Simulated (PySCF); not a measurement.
SMILES CO[Si](OC)(OC)[O][GeH3] (C3H12GeO4Si) at its GFN2-xTB optimised geometry (Å):

```
21

Si    -0.4969    -0.6566    -2.8625
O     -1.6218    -0.3434    -3.9686
C     -2.3257    -1.2882    -4.7302
O      0.2033     0.7686    -2.4717
C      0.7081     1.6948    -3.4028
O      0.5162    -1.7594    -3.4979
C      1.5116    -2.4555    -2.7915
O     -1.0225    -1.1423    -1.4108
Ge    -0.4533    -0.2537     0.0000
H     -2.8605    -0.7447    -5.5092
H     -1.6371    -2.0026    -5.1816
H     -3.0371    -1.8270    -4.1029
H      1.5424     1.2624    -3.9590
H     -0.0728     1.9860    -4.1056
H      1.0505     2.5672    -2.8475
H      1.1466    -2.7585    -1.8068
H      2.3956    -1.8260    -2.6626
H      1.7731    -3.3391    -3.3741
H     -1.0431     1.1152     0.0000
H      1.0431    -0.2537     0.0000
H     -1.0020    -1.1152     1.1011
```

Level of theory: PBE0/def2-SVP run with PySCF 2.14.0. Cells within 0.4 Å of a nucleus heavier than hydrogen are left out (blank, or x).

Map of the Laplacian of the electron density (e/bohr⁵), clipped to [-1.50, 1.50] on the plane z = 0.0 Å:

```
|55555555555555555555555555555|
|55555555555555555555555555555|
|55555555555555555555555555555|
|55555555555555555555555555555|
|55555555555555555555555555555|
|55555555555555555555555555555|
|55555555555555555555555555555|
|55555555555555555555555555555|
|55555555554555555555555555555|
|55555555530355555555555555555|
|55555555520245555555555555555|
|55555555543345555555555555555|
|55555555544698655555555555555|
|55555555559999965455555555555|
|55555555569xxx994334555555555|
|55555555579xxx994203555555555|
|55555555569xxx994334555555555|
|55555555559999965455555555555|
|55555555555798655555555555555|
|55555555555555555555555555555|
|55555555555555555555555555555|
|55555555555555555555555555555|
|55555555555555555555555555555|
|55555555555555555555555555555|
|55555555555555555555555555555|
|55555555555555555555555555555|
|55555555555555555555555555555|
|55555555555555555555555555555|
|55555555555555555555555555555|
```
Scale: ten equal steps from -1.50 (start of '0') to 1.50 (end of '9'), in the order '0123456789'; x runs from -3.50 to 3.50, y from -3.50 (bottom) to 3.50 (top).
